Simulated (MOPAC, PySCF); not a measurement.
[Ta(=O)(OH)3], neutral singlet in the gas phase. 

Z-matrix (Å, degrees):
```
Ta
O 1 1.7451
O 1 1.9263 2 108.33
H 3 0.9730 1 130.16 2 0.27
O 1 1.9267 2 108.32 3 120.03
H 5 0.9730 1 129.99 2 -0.48
O 1 1.9268 2 108.38 3 -119.92
H 7 0.9730 1 129.89 2 0.37
```
Charge 0, spin multiplicity 1.

All levels are single points at this geometry (BP86-D3(BJ)/def2-SVP); Pople sets use spherical d functions. Orbital energies aren't observables, and empty levels follow the basis.

```csv
level,HOMO (eV),LUMO (eV),gap (eV),dipole (D),"vertical IE, Delta-SCF (eV)"
PBE-D3(BJ)/def2-TZVP in PySCF,-7.66,-1.15,6.51,0.03,–
TPSSh-D3(BJ)/def2-TZVP in PySCF,-8.34,-0.69,7.64,0.05,–
B3LYP/6-311+G** (LANL2DZ on Ta) in PySCF,-9.21,-1.15,8.06,0.43,–
B3LYP/6-31G* (LANL2DZ on Ta) in PySCF,-8.73,-0.56,8.17,0.27,11.08
BP86/6-31G* (LANL2DZ on Ta) in PySCF,-7.41,-1.23,6.19,0.31,–
M06-2X/6-31G* (LANL2DZ on Ta) in PySCF,-10.75,0.48,11.23,0.34,–
HF/6-31G* (LANL2DZ on Ta) in PySCF,-13.08,2.07,15.14,0.05,10.57
PM6 in MOPAC,-9.96,0.35,10.31,1.64,–
PM7 in MOPAC,-10.47,-0.02,10.46,1.90,–
```
